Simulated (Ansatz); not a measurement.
`O[SiH2]N[SiH2][AlH2]` + CH₃SH → `C[S][AlH2]` + `O[SiH2]N[SiH3]`  (cleavage of the Al–Si bond)

Program: Ansatz. Geometries: PBE0-D4/def2-TZVP. ΔE: electronic, gas phase. CCSD(T)/CBS adds triple-zeta CCSD(T) − MP2 to the extrapolated MP2 energy (def2 sets, frozen cores). This one scheme is used for every species. DFT in def2-TZVPP. Each species was taken in one conformer, which may not be the lowest.

```
               species  ωB97M-V energy (Eh)
`O[SiH2]N[SiH2][AlH2]`           -956.24562
                 CH₃SH           -438.67380
          `C[S][AlH2]`           -681.71955
      `O[SiH2]N[SiH3]`           -713.24811
```

Problem. Work out ΔE.

Solution. ΔE = (-681.71955) + (-713.24811) − (-956.24562) − (-438.67380) = -0.04824 Eh = -1.31 eV. CCSD(T)/CBS gives -1.28 eV.

Largest T1 diagnostic among the species: 0.012.

From PBE to PBE0 (25 % exact exchange), in def2-TZVPP and without D4, ΔE moves by −0.03 eV.
